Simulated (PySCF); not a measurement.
Problem. What does the PBE0-D3(BJ)/def2-SVP structure of `C#C[CH2][SbH2]` look like in three dimensions?

Solution. 
```
atom  x, y, z in Å
C1    -2.2414    0.3981    0.2850
C2    -1.1440   -0.1090    0.1847
C3     0.1823   -0.6637    0.0712
Sb4    1.6966    0.9014    0.4489
H5    -3.2177    0.8359    0.3754
H6     0.3521   -1.4574    0.8150
H7     0.3656   -1.0809   -0.9293
H8     2.9679   -0.0509   -0.2159
H9     1.4160    1.6405   -1.0746
```

Any rigid rotation of these coordinates is as good. Atoms count from 1 in this order. The 2 C–C bonds span 1.213 Å (C1≡C2, drawn triple) to 1.442 Å (C2–C3, drawn single), a spread of 0.229 Å. Sb4 (antimony bonded to C and 2 H) is pyramidal (angles 92.8°, 92.4° and 90.9°, sum 276.1°, 1.03 Å off the plane of its three neighbours). The 4 heavy atoms lie in one plane (0.001 Å rms).

Bonds between heavy atoms (Å): C1≡C2 1.213, C2–C3 1.442, C3–Sb4 2.210.

Computed, not measured: PySCF, PBE0-D3(BJ)/def2-SVP geometry optimisation, gas phase, def2 core potentials past Kr.

PBE0-D3(BJ)/def2-SVP frequencies: not computed here. One conformer, not necessarily the lowest (C2–C3–Sb4–H -165° and -74°).

Time: 18 s; peak memory 0.38 GiB. Hardware: one thread of an Arm Neoverse V1, shared host with 32 logical CPUs at a one-minute load of 11. These figures are those of the optimisation.
